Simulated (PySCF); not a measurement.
# Two-component Hartree-Fock for Ru(27+) (ruthenium, charge +27)

Start: [Ne] 3s2 3p5; 3p1/2 filled at m_j = -1/2, +1/2; 3p3/2 filled at m_j = -1/2, +1/2, +3/2. Calculated with PySCF 2.14 in an even-tempered Gaussian basis (19 s from 4 bohr⁻², ratio 2.4; 14 p from 5.2 bohr⁻², ratio 2.4; 5 d from 22 bohr⁻², ratio 2.6; 4 f from 33 bohr⁻², ratio 2.6): generalised Hartree-Fock with the X2C-1e Hamiltonian and a Gaussian nucleus; one run each with spin-orbit coupling (SO) switched off, then screened by Boettger's factors.

```csv
spinor shell,electrons,"ε, spin-free (eV)","ε, screened SO (eV)",weight of nominal j (screened SO),"rms radius, screened SO (bohr)"
1s1/2,2,-23518.9,-23517.1,1.000,0.0384
2s1/2,2,-4525.4,-4524.7,1.000,0.156
2p1/2,2,-4183.1,-4276.0,1.000,0.135
2p3/2,4,-4183.1,-4139.2,1.000,0.139
3s1/2,2,-1637.5,-1637.2,1.000,0.385
3p1/2,2,-1522.9,-1543.1,0.991,0.374
3p3/2,3,-1522.9,-1513.2,0.994,0.382
```

| quantity | spin-free | screened SO |
| --- | --- | --- |
| E (hartree) | -4030.35363 | -4031.35362 |
| M_J | 3/2 | 3/2 |
| ⟨J²⟩ | 3.751 | 3.751 |
| ⟨L²⟩ | 2.001 | 2.006 |
| ⟨S²⟩ | 0.750 | 0.755 |

Each row is a mean over spinors that exchange with the open shell spreads, by up to 14.920 eV (3s1/2).

Breit and QED terms are absent; they matter most for the inner s and p1/2 levels.

Densities and radii are taken from the X2C orbitals without a picture-change correction, which distorts them close to the nucleus.

Without spin-orbit coupling the j labels of p, d and f shells carry no meaning; the spin-free column gives the mean over the occupied spinors of each nl shell.
